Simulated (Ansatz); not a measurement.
Start from `CC1([SiH3])BO1` and change one atom or group to get `CC1(F)BO1`.

Ansatz, PBE0-D4/def2-TZVP geometries, multiplicity 1. 

```csv
property,`CC1([SiH3])BO1`
HOMO energy (PBE/def2-TZVPP) / eV,-6.50
LUMO energy (B3LYP/def2-TZVPP) / eV,-0.83
HOMO–LUMO gap (PBE/def2-TZVPP) / eV,4.91
size of the dipole moment (ωB97M-V/def2-TZVPP) / D,1.47
LUMO energy (PBE0/def2-TZVPP) / eV,-0.59
size of the dipole moment (PBE/def2-TZVPP) / D,1.34
```

**Question.** What does the change do to each property? (Best estimate.)

**Answer.** Computed: 
```csv
property,`CC1(F)BO1`,shift
HOMO energy (PBE/def2-TZVPP) / eV,-6.58,-0.08
LUMO energy (B3LYP/def2-TZVPP) / eV,-1.09,-0.26
HOMO–LUMO gap (PBE/def2-TZVPP) / eV,4.74,-0.17
size of the dipole moment (ωB97M-V/def2-TZVPP) / D,1.99,0.52
LUMO energy (PBE0/def2-TZVPP) / eV,-0.82,-0.23
size of the dipole moment (PBE/def2-TZVPP) / D,1.79,0.45
```

Dipoles are sizes alone; their direction can turn.

B3LYP here is the variant with VWN-RPA as its local correlation; programs differ in this.
